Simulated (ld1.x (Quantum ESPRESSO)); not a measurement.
aluminium (Al) RRKJ: all-electron and pseudo phase curves

```
Element                 : Al
Generator               : ld1.x (Quantum ESPRESSO) 7.5
Type                    : norm-conserving RRKJ (Kleinman–Bylander form)
Functional              : BLYP
Relativity              : non-relativistic
Frozen core             : [Ne]
Valence charge          : 3
Reference configuration : 3s1.75 3p1.25
Partial waves           : 3p (bound): rc 2.25 bohr; 3d channel at 0.35 Ry: rc 2.20 bohr; 3s (bound): rc 1.45 bohr
Local potential         : the s channel
Core correction         : none
```

The phase is arctan(r·u′/u) with u = r·R(r), unwrapped; energies in Ry, scanned from -3 to 5 Ry. A pole is an energy at which the radial function vanishes at the test radius. The pseudo phase is shifted by a multiple of π to meet the all-electron one at the reference energy, and phase errors are pseudo minus all-electron; the curves can meet again beyond the range given. Levels narrower than the energy grid can be missing from the lists of poles.

```
channel  radius (bohr)  reference energy (Ry)  poles, all-electron  poles, pseudo  unbroken range about the reference energy with phases within 0.05 rad  phase error 1 Ry above the reference energy (rad)
      s           2.44                  -0.58                 1.11     1.01, 4.95                                                              below 1.9                                             -0.008
      p           2.44                  -0.20                 1.93           1.71                                                              below 2.1                                             -0.017
      d           2.44                   0.35                 2.63           2.70                                                              below 4.1                                             +0.005
```

Phases in the s channel:

| E (Ry) | all-electron | pseudo |
| --- | --- | --- |
| -3.00 | 1.271 | 1.269 |
| -2.52 | 1.223 | 1.221 |
| -2.04 | 1.146 | 1.143 |
| -1.56 | 0.997 | 0.994 |
| -1.08 | 0.611 | 0.608 |
| -0.60 | -0.439 | -0.440 |
| -0.12 | -1.166 | -1.169 |
| 0.36 | -1.410 | -1.418 |
| 0.84 | -1.526 | -1.539 |
| 1.32 | -1.599 | -1.623 |
| 1.80 | -1.657 | -1.700 |
| 2.28 | -1.711 | -1.801 |
| 2.76 | -1.772 | -2.019 |
| 3.24 | -1.852 | -3.118 |
| 3.72 | -1.981 | -4.346 |
| 4.20 | -2.246 | -4.579 |
| 4.68 | -2.928 | -4.676 |
